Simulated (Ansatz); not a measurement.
A run on C2H4BFO (`B/C=C(/O)F`) with other settings.

```yaml
crystal:
  periodic: [false, false, false]
  atoms:
    - {symbol: B, position_ang: [0.517893, 1.289545, 0.905299]}
    - {symbol: C, position_ang: [0.707654, -0.022925, 0.096465]}
    - {symbol: C, position_ang: [-0.537303, -0.696234, -0.535392]}
    - {symbol: O, position_ang: [-0.223950, -1.753006, -1.234056]}
    - {symbol: F, position_ang: [-1.771676, -0.297571, -0.304237]}
    - {symbol: H, position_ang: [-0.522439, 1.775242, 1.158476]}
    - {symbol: H, position_ang: [1.502162, 1.678056, 1.425733]}
    - {symbol: H, position_ang: [1.558143, -0.289987, -0.229611]}
    - {symbol: H, position_ang: [-1.173652, -1.959535, -1.574031]}
basis:
  gaussian: {orbitals: cc-pVTZ-DK}
hamiltonian: {xc: {name: r2SCAN}, dispersion: d3bjatm}
output: {forces: true}
```

```sh
$ ansatz run in.yaml --threads 2 --pin off --events-out ev --progress --plain --max-ram 4352MiB
```

Output, abridged:

```
Functional definition: r2SCAN
1096 factors; their error is unknown
mean field evaluation 1: about -7570.4151 eV, gradient 6.6e1 eV
mean field evaluation 2: about -7532.0555 eV, gradient 1.3e2 eV
mean field evaluation 4: about -7579.4179 eV, gradient 2.1e1 eV
mean field evaluation 8: about -7580.5336 eV, gradient 9.6e-2 eV
mean field evaluation 16: about -7580.5014 eV, gradient 8.6e-4 eV
mean field -7580.50138753 eV, -278.5782877432 hartree, gradient 4.0e-5 eV, S^2 0.000000; 0 other end points of the search recorded, 0 dependent functions left out
reference -7580.50139826 eV, -278.5782881375 hartree; 19, 19 occupied and 187, 187 virtual orbitals, 1096 factors
Total energy: -7580.54000946 eV, -278.5797070731 hartree
Relativity: scalar
Atom 0 at     0.517893     1.289545     0.905299 Å, force     0.494655    -2.089889    -0.379629 eV/Å
Atom 1 at     0.707654    -0.022925     0.096465 Å, force   -11.539565     2.630254     1.157089 eV/Å
Atom 2 at    -0.537303    -0.696234    -0.535392 Å, force     7.743403     3.995643     3.860424 eV/Å
Atom 3 at    -0.223950    -1.753006    -1.234056 Å, force    -5.029047    -0.774253    -1.426262 eV/Å
Atom 4 at    -1.771676    -0.297571    -0.304237 Å, force     0.369424    -1.037305    -0.686745 eV/Å
Atom 5 at    -0.522439     1.775242     1.158476 Å, force    -0.448614     0.176447    -0.088291 eV/Å
Atom 6 at     1.502162     1.678056     1.425733 Å, force     0.336638     0.532051     0.051986 eV/Å
Atom 7 at     1.558143    -0.289987    -0.229611 Å, force     5.943627    -2.668588    -2.417001 eV/Å
Atom 8 at    -1.173652    -1.959535    -1.574031 Å, force     2.129480    -0.764359    -0.071571 eV/Å
Dipole moment:    -0.443837    -0.584126    -0.547687 e Å
```

Run time 12 s (2 threads of an Intel Xeon on a shared host); peak host memory 0.41 GiB.
